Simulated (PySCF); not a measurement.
Ga(Cl)3(NH3), H3Cl3GaN, singlet (PBE0/def2-SVP optimised geometry):

```
8

Ga    -0.591    -0.166     0.000
Cl     1.570    -0.166     0.000
Cl    -1.570    -1.761     1.083
Cl    -1.570     1.761     0.000
N     -0.959    -0.766    -1.950
H     -1.962    -0.786    -2.140
H     -0.585    -1.702    -2.117
H     -0.522    -0.126    -2.615
```

Calculation: PBE0/def2-TZVP in PySCF 2.14.0.

Problem. What are the frontier orbital energies and the dipole moment?

Solution. HOMO-2 -8.82 eV, HOMO-1 -8.82 eV, HOMO -8.58 eV, LUMO -0.75 eV, LUMO+1 -0.07 eV; dipole moment 6.23 D.

Meta-Löwdin charges at PBE0/def2-TZVP: Ga1 0.66, Cl2 -0.33, Cl3 -0.33, Cl4 -0.33, N5 -0.48, H6 0.27, H7 0.27, H8 0.27.
